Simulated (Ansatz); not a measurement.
The same path of ClH$_{6}$NSi$_{2}$ (10 atoms, charge 0, multiplicity 1) was run twice with different band settings. Lost on the way: Si1–Cl2, N3–H4. Made: Cl2–H4.

All numbers below come from RKS PBE0/6-31G* in Ansatz 0.2.0.

Relaxed end points:

```xyz
10
Properties=species:S:1:pos:R:3
Si 0.655 0.521 -0.015
Cl 2.443 -0.305 -0.746
N -0.321 1.297 -1.197
H -0.023 2.186 -1.578
H 1.080 1.575 0.941
Si -0.554 -1.219 0.966
H -0.807 0.751 -1.897
H 0.291 -1.959 1.944
H -1.752 -0.679 1.671
H -1.013 -2.168 -0.090
```

```xyz
10
Properties=species:S:1:pos:R:3
Si 0.299 0.234 0.292
Cl 2.080 2.786 -2.275
N 0.325 0.652 -1.274
H 1.243 1.773 -1.826
H 1.232 1.005 1.150
Si -1.026 -1.411 1.312
H -0.272 0.192 -1.956
H -0.136 -2.378 2.011
H -1.922 -0.752 2.301
H -1.824 -2.100 0.265
```

Common settings: movable images 7; climbing image yes; spring 5.0 eV/Å²; start path through a guess of the saddle point; force threshold 0.05 eV/Å; iteration limit 60; end points relaxed.

| run | optimiser | largest step |
| --- | --- | --- |
| 1 | quadratic models (default) | default |
| 2 | fire | 0.02 Å |

Question: What does each run give, and how far can it be trusted?

Answer: Run 1: converged after 19 iterations, highest image 3.019 eV above the first end. Neighbouring images differ by up to 1.3 eV, so the band resolves the path poorly. A vibrational analysis at the climbing image gives one clearly imaginary mode, 105i cm⁻¹: a first-order saddle point.
Run 2: not converged after 60 iterations, highest image 3.042 eV above the first end. The band didn't meet its force threshold, so its energies are provisional: the largest band force was still 0.51 eV/Å, and over the last iterations the top stayed at 3.04 eV.
The orbitals stay closed-shell, which can raise the energy where a bond breaks towards radicals; this wasn't checked here.
